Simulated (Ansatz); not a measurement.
Ideal-gas functions of `[Cl][SnH]([Cl])[SeH]` at 298.15 K and 1 bar, from an Ansatz frequency run at PBE0-D4/def2-TZVP.

Molar mass 270.59 g/mol, point group C1 (symmetry number 1), electronic degeneracy 1, moments of inertia 297.368, 531.303, 728.905 u Å². Harmonic wavenumbers (cm⁻¹, unscaled): 65, 85, 110, 124, 254, 374, 383, 538, 567, 642, 1970, 2434.

Use S(trans) = R[1.5 ln M + 2.5 ln T − 1.1517]; rotational temperatures θ = 24.2544 K / I; S(rot) = R[ln(√π/σ · √(T³/θAθBθC)) + 1.5]; for each mode x = 1.438777 ν̃/T, S = R[x/(eˣ − 1) − ln(1 − e⁻ˣ)] and H = RT x/(eˣ − 1); 1 cm⁻¹ = 0.0119627 kJ/mol; R = 8.31446 J/(mol·K).

Question: By hand: the entropy, in J/(mol·K).

Answer: Translation 178.7. Rotation: θ = 0.0816, 0.0457, 0.0333 K, giving 125.7. Vibration, mode by mode: 17.99, 15.78, 13.68, 12.71, 7.12, 4.45, 4.30, 2.38, 2.13, 1.60, 0.01, 0.00, in all 82.2. Electronic 0.0. Sum 386.6 J/(mol·K).

Question: By hand: H − E and G − E in kJ/mol, counted from the electronic energy.

Answer: Zero-point energy ½ × 7546 × 0.0119627 = 45.1; thermal vibration 12.2; translation, rotation and pV give 4 RT = 9.9. H − E = 67.2 kJ/mol, and G − E = 67.2 − 298.15 × 386.6/1000 = -48.1 kJ/mol.

Vibration gives 21 % of the entropy, 60.2 J/(mol·K) of it from the modes under 150 cm⁻¹: soft modes count most, and the harmonic formula is weakest for them. The sum counts one conformer and one mirror image; others add a mixing term.
